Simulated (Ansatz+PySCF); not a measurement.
Two shapes of doublet NiH2O(+).

Shape 1:

```xyz
4

Ni    0.0000    0.0000    0.0000
O     0.0000    0.0000    1.9500
H     0.7750    0.0000    2.5250
H    -0.7750    0.0000    2.5250
```

Shape 2:

```xyz
4

Ni    0.0000    0.0000    0.0000
O     0.0000    0.0000    2.0280
H     0.7750    0.0000    2.6030
H    -0.7750    0.0000    2.6030
```

Basis set: def2-SVP (spherical functions). Left uncorrelated: 6 orbitals. Correlation on ROHF uses semicanonical orbitals with singles. Charge 1, multiplicity 2.

Computed with Ansatz (development build ahead of 0.2.0); each method stands on the lowest determinant of its kind that the runs found.

**Question.** Which shape is lower in energy, and by how much in each method?

**Answer.**

| method | E(2) − E(1) (eV) |
| --- | --- |
| ROHF | -0.033 |
| ROHF-MP2 | 0.004 |
| PBE (unrestricted) | 0.074 |
| r²SCAN (restricted open-shell) | 0.082 |
| ωB97X (restricted open-shell) | 0.060 |

The methods disagree on the order. Caution: another spin multiplicity may lie lower. Caution for ROHF, ROHF-MP2: an unrestricted determinant lies well below.
